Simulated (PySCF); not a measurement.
Job file and geometry (Å, from GFN2-xTB) of a spin–spin coupling run on SMILES O=[Se](C)C, C2H6OSe, B3LYP/pcJ-1 Se:pcSseg-1 indirect spin-spin coupling, non-relativistic, gas phase in PySCF; density fitting, a coarse starting grid and PySCF grid level 2 are the driver's defaults:

```
{"job": {"kind": "j", "xc": "B3LYP", "basis": "pcJ-1"}, "charge": 0, "multiplicity": 1}
C     -1.429204     0.230169    -0.284214
Se    -0.024927    -1.144124    -0.130182
C      1.469295     0.138329    -0.047334
O     -0.164069    -1.657435     1.378427
H     -2.387695    -0.284150    -0.253515
H     -1.323486     0.778591    -1.214055
H     -1.338480     0.887031     0.578881
H      1.284723     0.799194     0.797566
H      2.377047    -0.435462     0.128504
H      1.545680     0.692514    -0.976605
```

Q: Write the output of this run.

A: 
```
coarse grid: 37704 points
cycle   1  E = -2556.0942152305  dE = -5.048e-01  |g| = 1.319e+00  |ddm| = 2.801e+00
cycle   2  E = -2553.6248110587  dE =  2.469e+00  |g| = 3.349e+00  |ddm| = 5.680e+00
cycle   3  E = -2556.2297511936  dE = -2.605e+00  |g| = 6.753e-01  |ddm| = 5.492e+00
cycle   4  E = -2556.3215626404  dE = -9.181e-02  |g| = 2.550e-01  |ddm| = 7.980e-01
cycle   5  E = -2556.3341498789  dE = -1.259e-02  |g| = 5.853e-02  |ddm| = 2.682e-01
cycle   6  E = -2556.3349843146  dE = -8.344e-04  |g| = 1.451e-02  |ddm| = 6.616e-02
cycle   7  E = -2556.3350387251  dE = -5.441e-05  |g| = 2.368e-03  |ddm| = 1.916e-02
cycle   8  E = -2556.3350399834  dE = -1.258e-06  |g| = 3.010e-04  |ddm| = 2.434e-03
final grid: 78936 points
cycle   9  E = -2556.3349796790  dE = -6.727e-09  |g| = 4.633e-04  |ddm| = 1.121e-03
cycle  10  E = -2556.3349794905  dE =  1.885e-07  |g| = 1.091e-03  |ddm| = 1.428e-03
cycle  11  E = -2556.3349797236  dE = -2.330e-07  |g| = 7.845e-05  |ddm| = 9.676e-04
cycle  12  E = -2556.3349797249  dE = -1.304e-09  |g| = 1.662e-05  |ddm| = 9.539e-05
cycle  13  E = -2556.3349797249  dE = -2.592e-11  |g| = 2.743e-06  |ddm| = 1.405e-05
converged SCF energy = -2556.3349797249

Indirect spin-spin couplings (Hz)
  i      j    bonds     total        FC       PSO       DSO        SD
  0 C    2 C    2     -0.435    -0.252    -0.172    -0.011         -
  0 C    3 O    2     -2.845    -2.960     0.056     0.059         -
  0 C    4 H    1    149.447   147.520     0.951     0.975         -
  0 C    5 H    1    142.121   140.090     1.059     0.972         -
  0 C    6 H    1    149.755   147.885     0.856     1.014         -
  0 C    7 H    3      4.329     4.300    -0.108     0.137         -
  0 C    8 H    3      7.631     7.934     0.304    -0.606         -
  0 C    9 H    3      0.022    -0.012    -0.025     0.059         -
  2 C    3 O    2     -2.844    -2.961     0.058     0.059         -
  2 C    4 H    3      7.598     7.901     0.303    -0.606         -
  2 C    5 H    3      0.003    -0.029    -0.023     0.055         -
  2 C    6 H    3      4.375     4.345    -0.110     0.141         -
  2 C    7 H    1    149.825   147.957     0.854     1.014         -
  2 C    8 H    1    149.414   147.487     0.952     0.975         -
  2 C    9 H    1    142.112   140.081     1.059     0.972         -
  3 O    4 H    3     -0.097     0.279    -0.472     0.096         -
  3 O    5 H    3      0.588    -0.028     0.126     0.490         -
  3 O    6 H    3     -0.219    -0.006    -0.203    -0.011         -
  3 O    7 H    3     -0.221    -0.009    -0.200    -0.013         -
  3 O    8 H    3     -0.093     0.281    -0.473     0.098         -
  3 O    9 H    3      0.588    -0.027     0.125     0.489         -
  4 H    5 H    2    -12.179   -13.185     3.059    -2.053         -
  4 H    6 H    2    -12.207   -13.246     2.885    -1.847         -
  4 H    7 H    4     -0.795    -0.398     1.126    -1.523         -
  4 H    8 H    4      2.229     3.294     1.544    -2.609         -
  4 H    9 H    4     -0.591    -0.111     1.199    -1.680         -
  5 H    6 H    2    -10.733   -11.737     3.058    -2.054         -
  5 H    8 H    4     -0.611    -0.129     1.197    -1.679         -
  5 H    9 H    4      0.930     0.486    -0.932     1.376         -
  6 H    7 H    4      0.256    -0.397    -1.446     2.098         -
  6 H    8 H    4     -0.788    -0.392     1.130    -1.525         -
  7 H    8 H    2    -12.210   -13.248     2.885    -1.846         -
  7 H    9 H    2    -10.733   -11.737     3.058    -2.055         -
  8 H    9 H    2    -12.165   -13.170     3.059    -2.053         -
```

Size and cost of the density-fitted run: 182 basis functions, 13 s wall time on 1 thread of an Arm Neoverse V2, shared host.
